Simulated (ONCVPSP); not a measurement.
# tantalum (Ta): one change to an ONCV potential, before and after

tantalum, optimised norm-conserving Vanderbilt (ONCV), made with ONCVPSP 4.0.1 (revPBE, scalar-relativistic). Core [Xe] 4f14, reference 5d3 6s2. Waves: 6s: rc 2.70 bohr, ncon 5, nbas 8, qcut 2.3 1/bohr, local; p scattering state at 0.15 Ha: rc 2.70 bohr, ncon 4, nbas 7, qcut 3.6 1/bohr, 2 projectors, debl 3.1 Ha; 5d: rc 3.05 bohr, ncon 3, nbas 7, qcut 6.2 1/bohr, 2 projectors, debl 1.2 Ha. Local part: the s channel. Core correction: Teter function, fcfact 2.5, rcfact 1.75.

In the p channel the program set the typed energies aside and used 0.050, 3.150 Ha.

All-electron outer shells of the reference configuration (revPBE, scalar-relativistic, ld1.x):

| shell | level (eV) | outermost node (bohr) | outermost maximum (bohr) |
| --- | --- | --- | --- |
| 4f | -24.67 | – | 0.44 |
| 6s | -5.39 | 1.32 | 2.78 |
| 5d | -3.54 | 0.65 | 1.58 |

Change: d: qcut 9.3.

Cutoffs: the cutoffs (Ha) at which the residual kinetic energy of the hardest occupied pseudo-wave falls to 1 and 0.1 mHa per electron; they do not see the model core or the augmentation charge, which bear on the density cutoff. Errors are all-electron minus pseudo energies relative to the spin-unpolarised reference configuration.

Task: What does the change do?

Result: The potential gets harder (10 Ha and 12 Ha → 11 Ha and 14 Ha); the errors of the 4 common tests hardly move; neither file shows a bound ghost. The waves are optimised to have the least kinetic energy above qcut, so the cutoff follows it (qcut²/2 in Ha).

```csv
quantity,base,changed
"cutoff, loose",10 Ha,11 Ha
"cutoff, tight",12 Ha,14 Ha
loose cutoff by channel,"s 3.0 Ha, d 10 Ha","s 3.0 Ha, d 11 Ha"
bound ghosts,none,none
GHOST(+) flags under 300 eV,none,none
"error for 5d3 6s1, meV [ΔE 8.39 eV]",-92,-93
"error for 5d3 6s0, meV [ΔE 23.22 eV]",-463,-463
"error for 5d2 6s0, meV [ΔE 46.72 eV]",-879,-879
"error for 5d4 6s0, meV [ΔE 9.79 eV]",-209,-220
s: phases at 2.73 bohr within 0.05 rad from the reference energy up to (Ha; the scan ends near 5),1.3,1.3
p: phases at 2.73 bohr within 0.05 rad from the reference energy up to (Ha; the scan ends near 5),0.5,0.5
d: phases at 3.10 bohr within 0.05 rad from the reference energy up to (Ha; the scan ends near 5),3.2,3.3
"rms error of d²Exc/dni dnj with the model core, mHa",3.81,3.89
```
